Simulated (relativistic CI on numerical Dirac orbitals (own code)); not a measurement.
Mn⁴⁺ (3d3) in a crystal field

Calculated by Dirac-Coulomb-Breit CI, separate exchange-only KLI orbitals for each configuration, QED by a radiative potential, valence Slater integrals scaled by 0.7, one configuration in a parametric crystal field (own radial code).

Field parameters in Wybourne normalisation: Oh B⁴₀ = 21Dq, B⁴₄ = √(5/14) B⁴₀. The field is a parameter set, without covalency.

S is read from ⟨S²⟩ = S(S + 1).

Levels (cm⁻¹, degeneracy): 0 (4), 16529 (4), 16856 (2), 16947 (4), 17026 (2), 17460 (4), 17904 (4), 18088 (2), 24851 (2), 24877 (4), 25479 (4), 25576 (2).

Which field gives this pattern?
A. Oh, 10Dq = 21000 cm⁻¹
B. Oh, 10Dq = 5000 cm⁻¹
C. Oh, 10Dq = 17000 cm⁻¹
D. Oh, 10Dq = 29000 cm⁻¹

C. Oh, 10Dq = 17000 cm⁻¹, ground level with S = 1.50.
